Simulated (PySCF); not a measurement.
# MFOH across group 13

Level: PBE0, basis family def2-TZVP, scalar-relativistic core potentials from Rb on and no relativity for lighter atoms.

Each entry is the lowest minimum that a search over a few typed start shapes (and spin states, where more than one is plausible) found, or that minimum re-optimised at the stated level; isomers with ligand–ligand bonds, or fragments after loss of a ligand pair, can lie lower. Open shells are unrestricted; no spin–orbit coupling; PySCF with density fitting.

```
molecule  2S+1  point group  mean bond to the central atom (Å)  atomisation (kJ/mol)  distinct angles (°)  dipole (D)
 AlF(OH)     2           Cs                              1.673                  1420              124/121        0.65
 GaF(OH)     2           Cs                              1.777                  1218              115/114        3.39
 InF(OH)     2           Cs                              1.983                  1110              115/112        4.03
```

Left out of the table are members whose search was unfinished or whose lowest solution was spin-contaminated, unstable, very soft or bonded differently.
